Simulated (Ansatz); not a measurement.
Relaxation of BF2HO (5 atoms, charge 0, multiplicity 1), to a largest force component of 0.02 eV/Å in at most 40 steps.

The calculation used Ansatz, RKS B3LYP/def2-SVP.

```xyz
5
Properties=species:S:1:pos:R:3
B 0.000 0.000 0.000
O 0.000 0.000 1.410
H -0.909 -0.281 1.747
F 1.143 0.000 -0.660
F -1.143 0.000 -0.660
```

Task: Where does it end, and by what steps?

Result: The forces met the threshold. After 4 steps the energy has fallen by 0.161 eV; O2 moved furthest, 0.12 Å.

```
step  energy less start (eV)  largest force component (eV/Å)  accepted
   0                  0.0000                           2.396       yes
   1                 -0.1201                           1.294       yes
   2                 -0.1194                           1.016        no
   3                 -0.1542                           0.521       yes
   4                 -0.1612                           0.012       yes
```

```xyz
5
Properties=species:S:1:pos:R:3
B -0.011 -0.027 0.025
O -0.003 -0.116 1.368
H -0.886 -0.173 1.754
F 1.131 0.060 -0.633
F -1.141 -0.025 -0.677
```

Whether the end is a true minimum wasn't checked by a vibrational analysis.

The run took 4.4 s on 1 thread of Intel(R) Xeon(R) 6975P-C (Granite Rapids), on a shared host, peak memory 0.14 GiB.
